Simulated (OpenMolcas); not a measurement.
**Tc5+: moving or changing the point charges**

Tc5+ among 4 point charges of -2 e arranged as a tetrahedron (Td), 2.25 Å from the ion.

```yaml
Program: OpenMolcas
Method: CASSCF
Basis: ANO-RCC-VDZP [6s5p3d1f]
Scalar_Hamiltonian: DKH2, point nucleus
Active_space: 2 electrons in 5 orbitals (4d)
State_averaging: 2S+1 = 3 even, 10 roots; 2S+1 = 1 even, 15 roots
Spin-orbit_coupling: RASSI with atomic mean-field integrals over the reference wave functions
```

Runs around this geometry, states (labels of Td). Energies in cm-1 above the lowest state or level, χT in cm3 K/mol; 10Dq and B are least-squares fits to the states below 45000 cm-1, weighted by degeneracy, with a free offset, and given where the rms deviation is under 5 % of |10Dq| (or 100 cm-1) and under 700 cm-1; 10Dq is negative for this site.

```tsv
R (Å)	q (e)	Ground state	First state of that spin	10Dq	B (rms of fit)	First gap with spin-orbit (degeneracies)	χT at 300 K	First state of another spin
2.25	-1.3	3A2	3T2 1226	-1239	937 (13)	833.4 (3, 2)	0.206	1E 13171
2.25	-2	3A2	3T2 1813	-1836	937 (19)	1353 (3, 2)	0.177	1E 13444
2.46	-2	3A2	3T2 1209	-1220	937 (13)	819.2 (3, 2)	0.208	1E 13166
```

Taking |10Dq| as R^-n, n = -ln(1220 / 1836) / ln(2.46 / 2.25) = 4.6 between the shortest and longest distance. The point-charge formula for a cubic d site gives n = 5.

Scaling the charges by -1.3 / -2 = 0.65 scales |10Dq| by 1239 / 1836 = 0.67; with fixed orbitals a first-order splitting would follow the charge.

Without dynamic correlation the repulsion within the d shell is too large (B by tens of per cent), so at a given field states of lower spin stand too high. The ground term spreads over less than 5000 cm-1, several times less than with real ligands, so orbital moments are less quenched and χT lies further from the spin-only value than at real sites. Spin-orbit coupling mixes the spin-free states strongly: the lowest level takes only 51 % from its leading state, 3A2 (figures for R = 2.25, q = -1.3; the like holds for R = 2.25, q = -2, R = 2.46, q = -2). Point charges carry no covalency, so the field is a model and not that of real ligands. No measured value stands beside these numbers.
